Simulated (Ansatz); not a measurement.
Isolated molecules relaxed with PBE0-D4/def2-TZVP in Ansatz; ΔE leaves out vibrations. CCSD(T)/CBS is the MP2 limit (def2-TZVPP, def2-QZVPP) plus CCSD(T) − MP2 in def2-TZVPP, frozen cores. This one scheme is used for every species. Functionals use def2-TZVPP. B3LYP here is the variant with VWN-RPA as its local correlation; programs differ in this. Elements past krypton have def2 core potentials. For I outer-core shells are correlated without core-valence functions, which leaves a few kJ/mol of doubt a bond. Each species was taken in one conformer, which may not be the lowest.

`[CH3][Al]([F])[I]` + CH₃OH → `[CH3][Al]([I])[CH2]O` + H–F  (formal exchange of groups at the Al–F bond)

| level | ΔE (kJ/mol) | difference from CCSD(T)/CBS |
| --- | --- | --- |
| PBE-D4 | 194.3 | -12.5 |
| r2SCAN-D4 | 210.4 | 3.6 |
| PBE0-D4 | 198.8 | -8.0 |
| B3LYP-D4 | 209.6 | 2.8 |
| ωB97X-V | 209.5 | 2.7 |
| ωB97M-V | 206.9 | 0.1 |
| B2PLYP | 216.1 | 9.3 |
| PBE | 199.2 | -7.6 |
| r2SCAN | 212.0 | 5.2 |
| PBE0 | 203.3 | -3.5 |
| B3LYP | 217.2 | 10.4 |
| HF/def2-TZVPP | 233.1 | 26.3 |
| MP2/def2-TZVPP | 208.9 | 2.1 |
| SCS-MP2/def2-TZVPP | 214.0 | 7.2 |
| CCSD/def2-TZVPP | 211.5 | 4.7 |
| CCSD(T)/def2-TZVPP | 207.4 | 0.6 |
| HF/def2-QZVPP | 235.8 | 29.0 |
| MP2/def2-QZVPP | 209.4 | 2.6 |
| SCS-MP2/def2-QZVPP | 214.6 | 7.8 |
| HF/CBS(def2) | 236.2 | 29.4 |
| MP2/CBS(def2) | 208.2 | 1.4 |
| CCSD/CBS(def2) | 210.8 | 4.0 |
| CCSD(T)/CBS | 206.8 | 0 |

Largest T1 diagnostic among the species: 0.010.

In def2-TZVPP, CCSD(T) changes the Hartree–Fock value by −25.6 kJ/mol (the triples alone add −4.1 kJ/mol) and MP2 by −24.2 kJ/mol. The D4 term adds −7.6 kJ/mol with B3LYP and −4.5 kJ/mol with PBE0; it sums over pairs of atoms, weighted by their polarisabilities, and B3LYP, whose exchange is more repulsive, gets the larger term. From PBE to PBE0 (25 % exact exchange), in def2-TZVPP and without D4, ΔE moves by +4.1 kJ/mol.
